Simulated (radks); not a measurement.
The cobalt ion Co16+, 11 electrons, occupied as [Ne] 3s1. All-electron calculation, Dirac Kohn-Sham, PBE, spin-unpolarised, spherical densities, point nucleus. Program: a radial shooting solver on a logarithmic mesh with Libxc functionals. Some entries of the table are withheld. Estimate them.

orbital,occ.,eigenvalue (eV),<1/r> (bohr^-1),<r^2> (bohr^2)
1s1/2,2,-8152.317,(1),0.004241
2s1/2,2,-1429.751,5.925,0.07446
2p1/2,2,-1315.917,5.868,(2)
2p3/2,4,-1300.586,5.757,(3)
3s1/2,1,-530.1393,2.284,0.4638

Answer. 
(1) 1s1/2 <1/r> (bohr^-1): 27.04
(2) 2p1/2 <r^2> (bohr^2): 0.05856
(3) 2p3/2 <r^2> (bohr^2): 0.06002
